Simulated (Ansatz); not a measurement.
[MoO3S]2- (MoSO₃²⁻), relaxed as a singlet with RKS r2SCAN-D4/def2-SVPD in Ansatz, starting from the GFN2-xTB (ALPB water) geometry. Force threshold 0.02 eV/Å.

In the def2 sets Mo takes a core potential; there is no spin–orbit coupling. A multiply charged anion in the gas phase is held together partly by the finite basis. Removing one electron lowers the energy by 0.86 eV at PBE0-D4/def2-TZVPD, so it isn't bound. The highest occupied level of the charge -2 singlet lies above zero (up to 3.39 eV). By energy differences it is unbound by 0.86 eV (vertical, to the charge -1 doublet, at PBE0-D4/def2-TZVPD) and held by the finite basis. The relaxation made no stability test and no search for a lower SCF solution.

Start:

```xyz
5

Mo    0.023   -0.175    0.039
O     0.761   -0.833   -1.323
O     1.002   -0.192    1.408
O    -1.528   -0.767    0.314
S    -0.258    1.967   -0.437
```

Task: Estimate the energy that the relaxation releases and the steps that it takes.

Result: 0.78 eV, in 5 steps; 9.5 s on 4 threads of Arm Neoverse V1 on a shared host. No frequencies were taken in this run, so the end may be a saddle point.

Task: Does the start keep its bonding and symmetry?

Result: By distances, no bond broke or formed. The bond that changes most is Mo1–S5, from 2.21 to 2.31 Å (atoms count from 1). Point group C3v at the start, C3v at the end, both within 0.05 Å.

Task: Predict the relaxed structure.

Result: 
```xyz
5

Mo    0.012   -0.091    0.020
O     0.782   -0.923   -1.324
O     1.026   -0.274    1.445
O    -1.538   -0.857    0.336
S    -0.281    2.145   -0.478
```
Bond lengths: 3 × Mo–O 1.76 Å; 1 × Mo–S 2.31 Å.
